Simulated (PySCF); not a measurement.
## Orbital energies, ionisation energy and electron affinity

C₈H₁₀F (charge +1).
Structure used (PBE0-D3(BJ)/def2-SVP), in Å, numbered top down from 1:
```xyz
19
C8H10F angstrom
C      3.076   -0.096   -0.423
C      1.914    0.228   -0.500
C      0.530    0.646   -0.610
C     -0.502   -0.368   -0.273
C     -0.061   -1.642    0.296
C     -1.880   -0.135   -0.454
C     -2.466    0.909   -1.435
C     -2.495    1.305   -0.053
F     -1.651    2.232    0.375
H      4.115   -0.375   -0.356
H      0.327    1.068   -1.612
H      0.331    1.505    0.069
H      0.631   -1.449    1.136
H     -0.877   -2.309    0.592
H      0.592   -2.135   -0.452
H     -2.544   -0.959   -0.185
H     -1.750    1.418   -2.086
H     -3.391    0.572   -1.911
H     -3.377    1.199    0.588
```

Level: wB97X-D/def2-SVPD (PySCF). Frontier orbitals with their largest atomic shares (Löwdin; up to four atoms above 4 %):

```json
{"orbital": "HOMO−3", "ε (eV)": "-16.47", "main atoms": "C7 27 %, C6 17 %, F9 15 %, C8 15 %"}
{"orbital": "HOMO−2", "ε (eV)": "-15.61", "main atoms": "C6 27 %, C8 17 %, F9 16 %, C4 10 %"}
{"orbital": "HOMO−1", "ε (eV)": "-13.91", "main atoms": "C2 42 %, C1 41 %, C3 6 %"}
{"orbital": "HOMO", "ε (eV)": "-13.75", "main atoms": "?"}
{"orbital": "LUMO", "ε (eV)": "-5.99", "main atoms": "C4 43 %, C8 12 %, C5 8 %, C6 8 %"}
{"orbital": "LUMO+1", "ε (eV)": "-1.70", "main atoms": "C6 14 %, H16 12 %, C8 11 %, C5 10 %"}
{"orbital": "LUMO+2", "ε (eV)": "-1.51", "main atoms": "H11 15 %, C3 14 %, H17 12 %, C2 11 %"}
```

What vertical ionisation energy does ΔSCF give, and how far is −ε(HOMO) from it?

ΔSCF: 14.18 eV (1368 kJ/mol; threshold wavelength 87.5 nm); ⟨S²⟩ of the doublet left behind is 0.754, against 0.75 for a pure doublet. −ε(HOMO) is 13.75 eV, 0.43 eV below it. For the exact functional −ε(HOMO) would equal the first vertical ionisation energy; wB97X-D (range-separated hybrid) falls short of its own ΔSCF value by 3 %.

On which atoms does the HOMO lie?

C2 (alkyne carbon) 41 %, C1 (terminal alkyne carbon) 41 %, C3 (propargylic carbon) 7 %. The HOMO−1 lies 0.16 eV lower.

And the vertical electron affinity, the fundamental gap, Mulliken's electronegativity and the hardness (with the factor ½)?

EA = 6.06 eV by ΔSCF (−ε(LUMO) = 5.99 eV). IE − EA = 8.12 eV against an orbital gap of 7.76 eV; (IE + EA)/2 = 10.12 eV; (IE − EA)/2 = 4.06 eV.

What kinetic energy would electrons from this vertical process carry with 118.2 nm light (10.49 eV)?

The photon is 3.69 eV short of the vertical value.

Shift the occupied levels rigidly so that −ε(HOMO) equals the ΔSCF value. What binding energies result?

The shift is +0.43 eV: HOMO 14.18, HOMO−1 14.34, HOMO−2 16.04, HOMO−3 16.90 eV. A rigid shift is only a rough guide to the deeper ionisations.

How many of the 10 lowest singlet excitations (vertical TDDFT, same level) lie below the ionisation energy?

All 10; they run from 3.85 to 7.52 eV.

The lowest singlet excitation (vertical TDDFT, same level) lies at 3.85 eV. How far is it below IE − EA?

IE − EA = 8.12 eV, so by 4.27 eV.

Isolated species at its PBE0-D3(BJ)/def2-SVP geometry (one conformer only).
